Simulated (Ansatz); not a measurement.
`COc1ccc(-c2cc(C)c(-c3cc(C)c(-c4cc(C)c(-c5cc(C)c(-c6ccc(C(F)=C(F)F)cc6)s5)s4)s3)s2)cc1` with charge +1. The state is a doublet with charge 1. Geometry PBE-D4/def2-SVP, that of the neutral singlet; atoms count from 1.

```xyz
70

C    -2.468   -8.450   10.758
O    -1.695   -8.496    9.574
C    -1.668   -7.397    8.774
C    -0.879   -7.494    7.607
C    -0.786   -6.419    6.728
C    -1.478   -5.203    6.967
C    -1.382   -4.071    6.048
C    -1.769   -2.747    6.235
C    -1.533   -1.890    5.126
C    -1.871   -0.427    5.130
C    -0.942   -2.575    4.049
C    -0.523   -2.109    2.752
C     0.138   -2.832    1.755
C     0.415   -2.106    0.570
C     1.121   -2.703   -0.614
C    -0.046   -0.778    0.643
C     0.020    0.297   -0.312
C    -0.512    1.584   -0.192
C    -0.277    2.437   -1.299
C    -0.771    3.854   -1.363
C     0.464    1.798   -2.310
C     0.937    2.282   -3.582
C     1.795    1.638   -4.477
C     2.072    2.359   -5.669
C     3.017    1.845   -6.721
C     1.416    3.600   -5.698
C     1.442    4.664   -6.699
C     1.286    6.024   -6.324
C     1.303    7.054   -7.261
C     1.483    6.774   -8.640
C     1.523    7.798   -9.680
F     1.705    7.352  -10.946
C     1.404    9.145   -9.559
F     1.459    9.978  -10.584
F     1.218    9.784   -8.410
C     1.630    5.420   -9.025
C     1.605    4.393   -8.080
S     0.462    3.832   -4.246
S     0.836    0.144   -1.858
S    -0.808   -0.471    2.194
S    -0.711   -4.268    4.446
C    -2.266   -5.126    8.137
C    -2.364   -6.196    9.034
H    -2.347   -9.432   11.250
H    -2.117   -7.653   11.452
H    -3.548   -8.284   10.544
H    -0.339   -8.434    7.419
H    -0.150   -6.514    5.834
H    -2.203   -2.383    7.176
H    -2.270   -0.120    6.115
H    -2.636   -0.177    4.364
H    -0.984    0.205    4.911
H     0.425   -3.885    1.886
H     1.346   -3.773   -0.437
H     2.081   -2.186   -0.826
H     0.510   -2.632   -1.538
H    -1.072    1.907    0.698
H    -1.237    4.151   -0.404
H    -1.528    3.991   -2.164
H     0.052    4.568   -1.578
H     2.240    0.656   -4.259
H     3.733    1.124   -6.280
H     3.597    2.664   -7.190
H     2.481    1.313   -7.536
H     1.171    6.276   -5.258
H     1.184    8.089   -6.917
H     1.752    5.177  -10.089
H     1.680    3.354   -8.427
H    -2.836   -4.209    8.350
H    -2.993   -6.090    9.927
```

Single mean-field runs in def2-SVP are fitted with def2-universal-jkfit.

Q: Estimate the Mulliken populations of the heavy atoms from the PBE0/def2-SVP orbitals of Ansatz.

A: 
| atom | charge (e) | spin (α − β) |
| --- | --- | --- |
| C1 | 0.08 | 0.00 |
| O2 | -0.33 | 0.02 |
| C3 | 0.23 | 0.05 |
| C4 | -0.03 | -0.02 |
| C5 | -0.04 | 0.03 |
| C6 | 0.05 | -0.01 |
| C7 | -0.05 | 0.11 |
| C8 | -0.02 | -0.01 |
| C9 | -0.10 | 0.07 |
| C10 | 0.00 | -0.01 |
| C11 | -0.08 | 0.04 |
| C12 | -0.06 | 0.08 |
| C13 | -0.02 | 0.05 |
| C14 | -0.10 | 0.03 |
| C15 | 0.01 | 0.00 |
| C16 | -0.06 | 0.11 |
| C17 | -0.08 | 0.03 |
| C18 | -0.02 | 0.09 |
| C19 | -0.11 | -0.01 |
| C20 | 0.01 | 0.00 |
| C21 | -0.05 | 0.16 |
| C22 | -0.10 | -0.02 |
| C23 | -0.02 | 0.11 |
| C24 | -0.08 | -0.04 |
| C25 | 0.00 | 0.00 |
| C26 | -0.09 | 0.15 |
| C27 | 0.02 | -0.04 |
| C28 | -0.03 | 0.04 |
| C29 | -0.01 | -0.03 |
| C30 | -0.03 | 0.06 |
| C31 | 0.18 | -0.02 |
| F32 | -0.21 | 0.00 |
| C33 | 0.37 | 0.04 |
| F34 | -0.14 | 0.00 |
| F35 | -0.16 | 0.00 |
| C36 | -0.02 | -0.03 |
| C37 | -0.02 | 0.05 |
| S38 | 0.14 | -0.02 |
| S39 | 0.13 | -0.03 |
| S40 | 0.13 | -0.04 |
| S41 | 0.14 | -0.02 |
| C42 | -0.02 | 0.04 |
| C43 | -0.09 | -0.02 |
Mulliken values depend strongly on the basis.

Q: Where does the spin sit?

A: Summed by element: C 1.09, O 0.02, F 0.01, S -0.11, H 0.00, of 1 unpaired in all. Largest on single atoms: C21 0.16, C26 0.15, C7 0.11.

Q: And the Mayer bond orders between heavy atoms (over 0.3, the first 40 of 48)?

A: C1–O2 0.93 (1.41 Å); O2–C3 1.15 (1.36 Å); C3–C4 1.32 (1.41 Å); C3–C43 1.28 (1.41 Å); C4–C5 1.47 (1.39 Å); C5–C6 1.28 (1.42 Å); C6–C7 1.13 (1.46 Å); C6–C42 1.33 (1.41 Å); C7–C8 1.42 (1.39 Å); C7–S41 1.14 (1.75 Å); C8–C9 1.35 (1.42 Å); C9–C10 1.09 (1.50 Å); C9–C11 1.38 (1.41 Å); C11–C12 1.27 (1.44 Å); C11–S41 1.10 (1.75 Å); C12–C13 1.35 (1.40 Å); C12–S40 1.12 (1.75 Å); C13–C14 1.40 (1.42 Å); C14–C15 1.09 (1.50 Å); C14–C16 1.35 (1.41 Å); C16–C17 1.28 (1.44 Å); C16–S40 1.10 (1.76 Å); C17–C18 1.35 (1.40 Å); C17–S39 1.10 (1.75 Å); C18–C19 1.40 (1.42 Å); C19–C20 1.09 (1.50 Å); C19–C21 1.37 (1.41 Å); C21–C22 1.24 (1.44 Å); C21–S39 1.12 (1.75 Å); C22–C23 1.38 (1.40 Å); C22–S38 1.10 (1.75 Å); C23–C24 1.36 (1.42 Å); C24–C25 1.08 (1.50 Å); C24–C26 1.44 (1.40 Å); C26–C27 1.10 (1.46 Å); C26–S38 1.14 (1.75 Å); C27–C28 1.30 (1.42 Å); C27–C37 1.33 (1.42 Å); C28–C29 1.46 (1.39 Å); C29–C30 1.32 (1.42 Å).
